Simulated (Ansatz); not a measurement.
CH8O2Si2 can be A, `OC([SiH3])O[SiH3]`, or B, `OC(O)([SiH3])[SiH3]`.

Isolated molecules relaxed with PBE0-D4/def2-TZVP in Ansatz; ΔE leaves out vibrations. CBS: MP2 limit from def2 TZ/QZ plus the TZ coupled-cluster correction, frozen cores. DFT in def2-TZVPP. B3LYP here is the variant with VWN-RPA as its local correlation; programs differ in this. One conformer a species, not always the lowest.

A:

Z-matrix (Å, degrees):
```
C
Si 1 1.910
O 1 1.409 2 107.5
O 1 1.405 2 112.5 3 123.5
H 1 1.098 2 111.3 3 -120.0
H 2 1.486 1 109.4 3 172.3
H 2 1.484 1 111.0 3 50.7
H 2 1.489 1 106.7 3 -69.5
Si 3 1.658 1 121.7 2 176.8
H 4 0.963 1 108.7 2 -52.6
H 9 1.485 3 112.2 1 -79.2
H 9 1.482 3 105.5 1 161.9
H 9 1.488 3 109.8 1 42.5
```

B:

```xyz
13

O     1.2609   -0.6437    0.9798
C     0.4665   -0.0506   -0.0336
O     1.1840    0.1236   -1.2437
Si   -1.1026   -1.0934   -0.3391
Si    0.0805    1.7128    0.5882
H     1.3582   -1.5876    0.8114
H     1.2713   -0.7214   -1.6990
H    -1.9595   -0.4968   -1.3940
H    -1.8812   -1.2898    0.9092
H    -0.5935   -2.4187   -0.8128
H     1.3506    2.4496    0.7959
H    -0.6762    1.6140    1.8624
H    -0.7591    2.4020   -0.4247
```

**Question.** Which is lower in electronic energy at CCSD(T)/CBS, and by how much? (An estimate is asked.)

**Answer.** Ansatz gave: A, by 116.8 kJ/mol.

**Question.** Give E(B) − E(A) in kJ/mol with HF/def2-TZVPP, MP2/def2-TZVPP, ωB97M-V, PBE-D4, B3LYP-D4, B2PLYP, r2SCAN-D4. (Estimate.)

**Answer.** Computed: HF/def2-TZVPP 145.5, MP2/def2-TZVPP 121.3, ωB97M-V 115.3, PBE-D4 100.7, B3LYP-D4 117.9, B2PLYP 122.9, r2SCAN-D4 114.3. None reverses the order clearly.

Largest T1 diagnostic: 0.013.

From PBE to PBE0 (25 % exact exchange), in def2-TZVPP and without D4, E(B) − E(A) moves by +7.6 kJ/mol. The D4 term adds −4.1 kJ/mol with B3LYP and −2.1 kJ/mol with PBE0; it sums over pairs of atoms, weighted by their polarisabilities, and B3LYP, whose exchange is more repulsive, gets the larger term.
